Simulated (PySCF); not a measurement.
**Which element holds F most strongly?**

PBE in PySCF with def2-TZVPP on every atom (core potentials on Sn, Sb), for the lowest determinant that a PBE0 search found; no spin–orbit coupling. D0 is De less the harmonic zero-point energy.

| M | state (unpaired electrons) | Re (Å) | ωe (cm⁻¹) | D0(MF) (eV) |
| --- | --- | --- | --- | --- |
| C | doublet (π ↑) | 1.287 | 1258 | 6.22 |
| Sb | triplet (π ↑↑) | 1.948 | 579 | 4.47 |
| Al | singlet (closed shell) | 1.684 | 747 | 7.00 |
| Zn | doublet (σ ↑) | 1.807 | 564 | 3.14 |
| Sn | doublet (π ↑) | 1.974 | 550 | 5.23 |
| Ge | doublet (π ↑) | 1.781 | 632 | 5.57 |
| As | triplet (π ↑↑) | 1.768 | 654 | 4.58 |

Problem. Order the elements by D0 and give the energy of AsF + Ge → GeF + As.

Solution. Al > C > Ge > Sn > As > Sb > Zn; ΔE = 4.58 − 5.57 = -0.99 eV at PBE/def2-TZVPP. Close neighbours can swap at other levels.

Spin–orbit coupling is left out, which matters for elements this heavy, above all for dissociation energies. States were picked by a PBE0 search and need not be the measured ground states.
